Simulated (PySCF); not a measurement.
# Orbital picture of KBi⁺

B97-3 at R = 3.916 Å; basis K def2-SVPD, Bi def2-SVPD with ECP60; scalar-relativistic core potentials; PySCF 2.14. State: ⁴Σ⁻ (quartet), unpaired electrons σ ↑, π ↑↑. Only the outer orbitals are listed, counted within each symmetry, core potentials removing the inner ones.

```tsv
spin	orbital	occ.	ε (eV)	on K (%)	main shells (%)
α	4π	1	-26.76	100	100 K p
α	4π	1	-26.76	100	100 K p
α	8σ	1	-26.75	100	100 K p
α	9σ	1	-20.45	0	100 Bi s
α	10σ	1	-10.12	5	94 Bi p
α	5π	1	-9.72	1	99 Bi p
α	5π	1	-9.72	1	99 Bi p
α	11σ	0	-4.94	96	92 K s
α	6π	0	-3.34	97	97 K p
α	6π	0	-3.34	97	97 K p
β	4π	1	-26.76	100	100 K p
β	4π	1	-26.76	100	100 K p
β	8σ	1	-26.74	100	100 K p
β	9σ	1	-17.99	0	100 Bi s
β	10σ	0	-7.50	18	79 Bi p, 10 K s
β	5π	0	-6.84	3	96 Bi p
β	5π	0	-6.84	3	96 Bi p
```

**Question.** Which are the highest filled and the lowest empty level, where do they sit, and how wide is the gap?

**Answer.** Highest filled α 5π at -9.72 eV (in %: 99 Bi p); lowest empty β 10σ at -7.50 eV (in %: 79 Bi p, 10 K s); the gap at B97-3 is 2.22 eV.

The bond order (Mayer) is 0.13. The ⟨S²⟩ is 3.752 and the charge on K (Mulliken, basis-dependent) is 0.94. The charge on K (Löwdin, basis-dependent) is 0.82 and the dipole moment (positive dipole points towards Bi; it is taken about the centre of mass and depends on that origin) is -13.46 D.

These are scalar-relativistic numbers at best; spin–orbit coupling would shift them, the dissociation energy most. The state was picked by a PBE0 search and need not be the measured ground state.
